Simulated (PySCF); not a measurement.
# Löwdin shares of the frontier orbitals

Species: CH8O3Si3.
Geometry (GFN2-xTB, Å), atoms numbered from 1 in this order:
```xyz
15
CH8O3Si3 angstrom
Si     2.853   -0.108    0.386
O      1.643    0.915    0.020
Si     0.067    1.124   -0.187
O     -0.793    0.752    1.134
C     -1.901   -0.123    0.980
Si    -1.785   -0.855   -0.797
O     -0.538    0.061   -1.288
H      4.029    0.682    0.031
H      2.734   -1.331   -0.410
H      2.785   -0.418    1.815
H     -0.130    2.470   -0.674
H     -2.812    0.462    1.140
H     -1.845   -0.864    1.780
H     -2.942   -0.507   -1.610
H     -1.369   -2.252   -0.808
```

Method: PySCF, TDDFT CAM-B3LYP/def2-SVPD, vertical, gas phase, core orbitals frozen in the response.

Frontier orbitals with the atoms that hold most of them (Löwdin shares over 4%, at most four atoms; ? is withheld):

| orbital | ε (eV) | atoms |
| --- | --- | --- |
| HOMO-3 | -10.57 | O2 29%, Si1 25%, H10 18%, H8 15% |
| HOMO-2 | -10.43 | O7 27%, O2 13%, Si6 11%, Si1 7% |
| HOMO-1 | -9.99 | ? |
| HOMO | -9.70 | O4 32%, C5 26%, Si6 15%, H12 7% |
| LUMO | ? | ? |
| LUMO+1 | 1.05 | Si6 33%, C5 12%, H13 8%, H15 8% |
| LUMO+2 | 1.24 | Si1 39%, H9 11%, H10 11%, H8 10% |

(1) Which atoms hold the LUMO, and with what shares?

(2) Give the leading atoms of the HOMO-1.

(3) What is the LUMO energy, and the HOMO–LUMO gap?

Results:

(1) Si6 (bonded to C, O and 2 H) 26%; Si1 (bonded to O and 3 H) 11%; Si3 (bonded to 3 O and H) 10%; H15 (bonded to Si) 8%. By element: silicon 48%, hydrogen 8% or more.

(2) O4 (bonded to C and Si) 43%; C5 (bonded to O, Si and 2 H) 16%; H13 (bonded to C) 8%; Si6 (bonded to C, O and 2 H) 7%.

(3) ε(LUMO) = 0.63 eV; the gap is 10.32 eV (0.3794 hartree).

How does S1 compare with the orbital gap of 10.32 eV?

S1 is at 6.96 eV (f = 0.016), 3.36 eV below the gap, made of HOMO→LUMO (81%). 

Give energy, strength and leading configuration of S1 and S2, and follow the Löwdin shares of the leading atoms from the occupied to the empty orbital.

- S1 (6.96 eV, f 0.016), HOMO→LUMO (81%): O4 32% → at most 8%, C5 26% → at most 8%, Si6 15% → 26%, Si1 at most 7% → 11%
- S2 (7.34 eV, f 0.0055), HOMO-1→LUMO (74%): O4 43% → at most 8%, C5 16% → at most 8%, Si6 7% → 26%, Si1 at most 7% → 11%

The run took 1.8 min on one thread, Arm Neoverse N1 (aarch64), no GPU, shared host, and the process peaked at 1.0 GiB of memory.

One conformer stands for the species.

Without π bonds the low states are Rydberg-like; a valence basis with one diffuse set may place them up to an eV too high.
